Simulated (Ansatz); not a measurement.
Ansatz (a program for electronic structure) input (RI-MP2/def2-TZVPPD):
A basis named .json is the Basis Set Exchange file of that set.

Ansatz 0.2 input:
```yaml
crystal:
  periodic: [false, false, false]
  atoms:
    - {symbol: Bi, position_ang: [0.02088028, 0.00996680, 0.73258481]}
    - {symbol: Br, position_ang: [0.86526298, -1.73996508, -0.87049242]}
    - {symbol: Br, position_ang: [-0.91477906, 1.71632952, -0.86678013]}
basis:
  gaussian:
    orbitals: def2-TZVPPD.json
    fitting: {mean_field: def2-universal-jkfit, correlation: def2-TZVPPD-RIFIT.json}
total_charge: 1
magnetization: {spin_polarized: false}
correlation: {method: mp2, electrons: outside_noble_gas}
```

Output:

```
Functional definition: HF
integrals: 0.18 GiB planned
783 factors; integrals over basis functions are off by at most 2.9e-1 eV
550 factors; integrals over basis functions are off by at most 1.2e2 eV
mean field: 0.97 GiB planned
mean field evaluation 1: about -145801.1511 eV, gradient 3.0e1 eV
mean field evaluation 2: about -145802.6575 eV, gradient 2.7e1 eV
mean field evaluation 4: about -145804.1209 eV, gradient 8.4e-1 eV
mean field evaluation 8: about -145804.1317 eV, gradient 1.4e-6 eV
mean field -145804.13171694 eV, -5358.2030110074 hartree, gradient 1.4e-6 eV, S^2 0.000000; 0 other end points of the search recorded, 0 dependent functions left out
37 core orbitals not correlated
reference -145804.13171694 eV, -5358.2030110074 hartree; 9, 9 occupied and 124, 124 virtual orbitals, 550 factors
second order -11.05757334 eV of doubles, -0.00000000 eV of singles
Total energy: -145815.18929027 eV, -5358.6093693324 hartree
```
